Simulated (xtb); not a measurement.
Job for xtb: GFN2-xTB on F2GaHSe (SMILES [F][Ga]([F])[SeH]), a point of a torsion scan.

```
$ xtb mol.xyz --gfn 2 --sp --chrg 0 --uhf 0
5

F     -1.57913519     1.48623615     0.04753072
Ga    -0.60849765     0.02208135     0.07817944
F     -1.55138719    -1.44975515    -0.17442356
Se     1.66984194    -0.13347442     0.40342433
H      1.59415012    -1.57545543     0.28088707
```

Program output:

```
[...]
           -------------------------------------------------
          |                Calculation Setup                |
           -------------------------------------------------



           -------------------------------------------------
          |                 G F N 2 - x T B                 |
           -------------------------------------------------

        Reference                      10.1021/acs.jctc.8b01176
      * Hamiltonian:
        H0-scaling (s, p, d)           1.850000    2.230000    2.230000
        zeta-weighting                 0.500000
      * Dispersion:
        s8                             2.700000
        a1                             0.520000
        a2                             5.000000
        s9                             5.000000
      * Repulsion:
        kExp                           1.500000    1.000000
        rExp                           1.000000
      * Coulomb:
        alpha                          2.000000
        third order                    shell-resolved
        anisotropic                    true
        a3                             3.000000
        a5                             4.000000
        cn-shift                       1.200000
        cn-exp                         4.000000
        max-rad                        5.000000


          ...................................................
          :                      SETUP                      :
          :.................................................:
          :  # basis functions                  29          :
          :  # atomic orbitals                  27          :
          :  # shells                           11          :
          :  # electrons                        24          :
          :  max. iterations                   250          :
          :  Hamiltonian                  GFN2-xTB          :
          :  restarted?                      false          :
          :  GBSA solvation                  false          :
          :  PC potential                    false          :
          :  electronic temp.          300.0000000     K    :
          :  accuracy                    1.0000000          :
          :  -> integral cutoff          0.2500000E+02      :
          :  -> integral neglect         0.1000000E-07      :
          :  -> SCF convergence          0.1000000E-05 Eh   :
          :  -> wf. convergence          0.1000000E-03 e    :
          :  Broyden damping             0.4000000          :
          :  net charge                          0          :
          :  unpaired electrons                  0          :
          ...................................................

 iter      E             dE          RMSdq      gap      omega  full diag
   1    -14.5139136 -0.145139E+02  0.170E+01    3.13       0.0  T
   2    -14.5247407 -0.108272E-01  0.105E+01    2.90       1.0  T
   3    -14.5244615  0.279208E-03  0.259E+00    2.96       1.0  T
   4    -14.5255010 -0.103946E-02  0.152E+00    2.86       1.0  T
   5    -14.5254932  0.781151E-05  0.127E+00    2.88       1.0  T
   6    -14.5255226 -0.293859E-04  0.189E-01    2.87       1.0  T
   7    -14.5255318 -0.918691E-05  0.303E-02    2.88       1.5  T
   8    -14.5255338 -0.204955E-05  0.289E-02    2.88       1.5  T
   9    -14.5255343 -0.491934E-06  0.584E-03    2.88       7.7  T
  10    -14.5255343 -0.178522E-07  0.138E-03    2.88      32.5  T
  11    -14.5255343 -0.260183E-08  0.273E-04    2.88     164.0  T
  12    -14.5255343 -0.528573E-10  0.128E-04    2.88     348.0  T

   *** convergence criteria satisfied after 12 iterations ***

         #    Occupation            Energy/Eh            Energy/eV
      -------------------------------------------------------------
         1        2.0000           -0.8137915             -22.1444
       ...           ...                  ...                  ...
         6        2.0000           -0.5114314             -13.9168
         7        2.0000           -0.5065048             -13.7827
         8        2.0000           -0.5064293             -13.7806
         9        2.0000           -0.5050308             -13.7426
        10        2.0000           -0.4949849             -13.4692
        11        2.0000           -0.4737106             -12.8903
        12        2.0000           -0.4382156             -11.9245 (HOMO)
        13                         -0.3324790              -9.0472 (LUMO)
        14                         -0.2234989              -6.0817
        15                         -0.1653519              -4.4995
        16                         -0.0943829              -2.5683
        17                         -0.0587517              -1.5987
       ...                                ...                  ...
        27                          1.6324634              44.4216
      -------------------------------------------------------------
                  HL-Gap            0.1057366 Eh            2.8772 eV
             Fermi-level           -0.3853473 Eh          -10.4858 eV

 SCC (total)                   0 d,  0 h,  0 min,  0.008 sec
 SCC setup                      ...        0 min,  0.000 sec (  2.211%)
 Dispersion                     ...        0 min,  0.000 sec (  0.377%)
 classical contributions        ...        0 min,  0.000 sec (  0.195%)
 integral evaluation            ...        0 min,  0.002 sec ( 19.217%)
 iterations                     ...        0 min,  0.004 sec ( 50.081%)
 molecular gradient             ...        0 min,  0.002 sec ( 25.235%)
 printout                       ...        0 min,  0.000 sec (  2.440%)

         :::::::::::::::::::::::::::::::::::::::::::::::::::::
         ::                     SUMMARY                     ::
         :::::::::::::::::::::::::::::::::::::::::::::::::::::
         :: total energy             -14.508964822794 Eh    ::
         :: gradient norm              0.000055236633 Eh/a0 ::
         :: HOMO-LUMO gap              2.877238933687 eV    ::
         ::.................................................::
         :: SCC energy               -14.525533782684 Eh    ::
         :: -> isotropic ES            0.050353927389 Eh    ::
         :: -> anisotropic ES         -0.002421217429 Eh    ::
         :: -> anisotropic XC         -0.000127349977 Eh    ::
         :: -> dispersion             -0.002569885509 Eh    ::
         :: repulsion energy           0.016568959890 Eh    ::
         :: add. restraining           0.000000000000 Eh    ::
         :: total charge               0.000000000000 e     ::
         :::::::::::::::::::::::::::::::::::::::::::::::::::::

           -------------------------------------------------
          |                Property Printout                |
           -------------------------------------------------

    * Orbital Energies and Occupations

         #    Occupation            Energy/Eh            Energy/eV
      -------------------------------------------------------------
         1        2.0000           -0.8137915             -22.1444
         2        2.0000           -0.8124536             -22.1080
         3        2.0000           -0.7929986             -21.5786
         4        2.0000           -0.5789901             -15.7551
         5        2.0000           -0.5252279             -14.2922
         6        2.0000           -0.5114314             -13.9168
         7        2.0000           -0.5065048             -13.7827
         8        2.0000           -0.5064293             -13.7806
         9        2.0000           -0.5050308             -13.7426
        10        2.0000           -0.4949849             -13.4692
        11        2.0000           -0.4737106             -12.8903
        12        2.0000           -0.4382156             -11.9245 (HOMO)
Note: The following floating-point exceptions are signalling: IEEE_DENORMAL
normal termination of xtb
        13                         -0.3324790              -9.0472 (LUMO)
        14                         -0.2234989              -6.0817
        15                         -0.1653519              -4.4995
        16                         -0.0943829              -2.5683
        17                         -0.0587517              -1.5987
        18                         -0.0279047              -0.7593
        19                          0.0052465               0.1428
        20                          0.0426783               1.1613
        21                          0.0797481               2.1701
        22                          0.1930694               5.2537
        23                          0.2272049               6.1826
       ...                                ...                  ...
        27                          1.6324634              44.4216
      -------------------------------------------------------------
                  HL-Gap            0.1057366 Eh            2.8772 eV
             Fermi-level           -0.3853473 Eh          -10.4858 eV

     #   Z          covCN         q      C6AA      α(0)
     1   9 F        0.693    -0.227    11.530     4.009
     2  31 Ga       2.253     0.215   213.277    32.751
     3   9 F        0.692    -0.242    11.692     4.037
     4  34 Se       1.792     0.079   233.021    26.600
     5   1 H        0.924     0.175     1.235     1.738

 Mol. C6AA /au·bohr⁶  :       1373.726431
 Mol. C8AA /au·bohr⁸  :      96944.970774
 Mol. α(0) /au        :         69.135305


Wiberg/Mayer (AO) data.
largest (>0.10) Wiberg bond orders for each atom

 ---------------------------------------------------------------------------
     #   Z sym  total        # sym  WBO       # sym  WBO       # sym  WBO
 ---------------------------------------------------------------------------
     1   9 F    1.337 --     2 Ga   1.144     4 Se   0.143
     2  31 Ga   3.479 --     4 Se   1.151     1 F    1.144     3 F    1.124
     3   9 F    1.314 --     2 Ga   1.124     4 Se   0.140
     4  34 Se   2.341 --     2 Ga   1.151     5 H    0.907     1 F    0.143
                             3 F    0.140
     5   1 H    0.969 --     4 Se   0.907
 ---------------------------------------------------------------------------

Topologies differ in total number of bonds
Writing topology from bond orders to xtbtopo.mol

molecular dipole:
                 x           y           z       tot (Debye)
 q only:        1.915      -0.506       0.244
   full:        1.369      -0.374       0.173       3.634
molecular quadrupole (traceless):
                xx          xy          yy          xz          yz          zz
 q only:       -0.455      -2.527      -1.364       0.389      -0.849       1.818
  q+dip:       -4.214      -1.850       0.424      -0.691      -0.715       3.791
   full:       -5.044      -1.961      -0.460      -1.086      -0.937       5.504


           -------------------------------------------------
          | TOTAL ENERGY              -14.508964822794 Eh   |
          | GRADIENT NORM               0.000055236633 Eh/α |
          | HOMO-LUMO GAP               2.877238933687 eV   |
           -------------------------------------------------

------------------------------------------------------------------------
------------------------------------------------------------------------
 total:
 SCF:
```

The run finished.

Cost: roughly 0.04 core-seconds.
